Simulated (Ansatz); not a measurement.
```xyz
2

Sc    0.0000    0.0000    0.0000
O     0.0000    0.0000    1.5679
```

Basis set: cc-pVTZ (spherical functions). Correlated methods keep 6 orbitals frozen. Correlation on ROHF uses semicanonical orbitals with singles. Charge 0, multiplicity 2.

Computed with Ansatz (development build ahead of 0.2.0); the reference of a correlated method needn't be the lowest determinant of its kind.

Q: Give the atomization energy at this shape (free ground-state atoms in the same class of orbitals less the molecule, no zero-point energy) of doublet ScO by UHF-BCCD(T), ROHF-CCSD(T).

A:

```json
{"method": "UHF-BCCD(T)", "atomization energy": "6.52 eV"}
{"method": "ROHF-CCSD(T)", "atomization energy": "6.50 eV"}
```

Caution: the reference determinant was not shown to be the lowest; the shape is not the minimum. Caution for UHF-BCCD(T): a free atom is spin contaminated.
